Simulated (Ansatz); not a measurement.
Stepwise reaction of `[F][SnH]([F])[SiH3]` with hydrogen chloride, as a gas-phase model of exchange steps in deposition or etching. ΔE in kJ/mol; ΔG adds harmonic PBE0-D4 terms to CCSD(T)/CBS, at 1 bar.

Gas-phase electronic energies from Ansatz, PBE0-D4/def2-TZVP geometries. CBS: MP2 limit from def2 TZ/QZ plus the TZ coupled-cluster correction, frozen cores. This one scheme is used for every species. DFT in def2-TZVPP. B3LYP here is the variant with VWN-RPA as its local correlation; programs differ in this. def2 core potentials past Kr. For Sn outer-core shells are correlated without core-valence functions, which leaves a few kJ/mol of doubt a bond.

```json
{"step": "2", "reaction": "`[F][SnH]([SiH3])[Cl]` + HCl → `[SiH3][SnH]([Cl])[Cl]` + H–F", "PBE-D4": "-32.6", "B3LYP-D4": "-32.5", "ωB97M-V": "-33.1", "CCSD(T)/CBS": "-38.7", "ΔG(600 K)": "-31.8"}
```

Task: Give the row of step 1, `[F][SnH]([F])[SiH3]` + HCl → `[F][SnH]([SiH3])[Cl]` + H–F. (Best estimate.)

Result: Ansatz gave: 
```csv
step,reaction,PBE-D4,B3LYP-D4,ωB97M-V,CCSD(T)/CBS,ΔG(600 K)
1,`[F][SnH]([F])[SiH3]` + HCl → `[F][SnH]([SiH3])[Cl]` + H–F,-31.6,-31.1,-32.0,-36.9,-29.9
```

Task: By hand: ΔE of the 2 steps together at CCSD(T)/CBS.

Result: (-36.9) + (-38.7) = -75.6 kJ/mol, or -37.8 kJ/mol a step.

In ΔE the steps differ by no more than 1.8 kJ/mol. All are downhill at CCSD(T)/CBS. ΔG lies between -31.8 and -29.9 kJ/mol a step. PBE-D4 differs from CCSD(T)/CBS by 5.3 to 6.1 kJ/mol a step. Isolated molecules leave out the surface, adducts and barriers. Largest T1 diagnostic: 0.014.
